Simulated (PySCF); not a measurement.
Ni (nickel, neutral) across methods

[Ar] 3d10, closed-shell 1S (an excited configuration). Computed with PySCF 2.14 in dyall-av2z (16s12p7d2f, 101 functions), with no relativity, point nucleus.

| method | E (hartree) | mean ε 3s (eV) | mean ε 3p (eV) | mean ε 3d (eV) | Σ⟨r²⟩ (bohr²) | ⟨S²⟩ |
| --- | --- | --- | --- | --- | --- | --- |
| r2SCAN | -1508.198 | -102.67 | -64.080 | -1.727 | 29.69 | 0.000 |
| BP86 | -1508.488 | -99.437 | -62.311 | -2.059 | 30.08 | 0.000 |
| r2SCAN0 | -1508.135 | -107.40 | -67.753 | -3.210 | 28.51 | 0.000 |
| LDA | -1505.608 | -98.787 | -62.069 | -2.156 | 29.93 | 0.000 |
| PBE0 | -1507.982 | -105.04 | -66.401 | -3.266 | 28.82 | 0.000 |
| PBEsol | -1506.736 | -98.995 | -62.006 | -1.876 | 30.02 | 0.000 |
| UHF | -1506.64566 | -121.83 | -78.722 | -7.246 | 26.32 | 0.000 |
| PBE | -1508.009 | -99.324 | -62.187 | -1.898 | 30.19 | 0.000 |

Question: Estimate the same row for MN15.

Answer: E (hartree) = -1508.688; mean ε 3s (eV) = -99.348; mean ε 3p (eV) = -65.315; mean ε 3d (eV) = -4.264; Σ⟨r²⟩ (bohr²) = 28.23; ⟨S²⟩ = 0.000.
